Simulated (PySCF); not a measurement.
Level of theory: PBE-D3(BJ)/def2-TZVP // B3LYP-D3(BJ)/def2-SVP in PySCF. Isolated molecules, 0 K electronic values unless said otherwise. One relaxed conformer stands for a flexible species; it need not be the lowest. Delta-SCF ions had no search for a lower state. Excitations are Tamm–Dancoff values on a coarser integration grid. The basis has no diffuse functions, so Rydberg states are missing or too high.

Reference species (SMILES): `C=Cc1c([SiH3])cccc1S` (C–C–C–C torsion -133°, C–C–S–H torsion 16°) (neutral, multiplicity 1).

```yaml
T1 excitation (TDA): 2.98 eV
HOMO: -5.36 eV
vertical ionisation energy (Delta-SCF): 7.81 eV
```

Changed species: `C=C(S)c1ccccc1[SiH3]` (C–C–S–H torsion 8°, S–C–C–C torsion 60°).

Problem. What does the change do to the T1 excitation (TDA), HOMO and vertical ionisation energy (Delta-SCF)?

Solution. the T1 excitation (TDA) rises by 0.27 eV, to 3.25 eV; the HOMO drops by 0.15 eV, to -5.51 eV; the vertical ionisation energy (Delta-SCF) rises by 0.20 eV, to 8.01 eV.
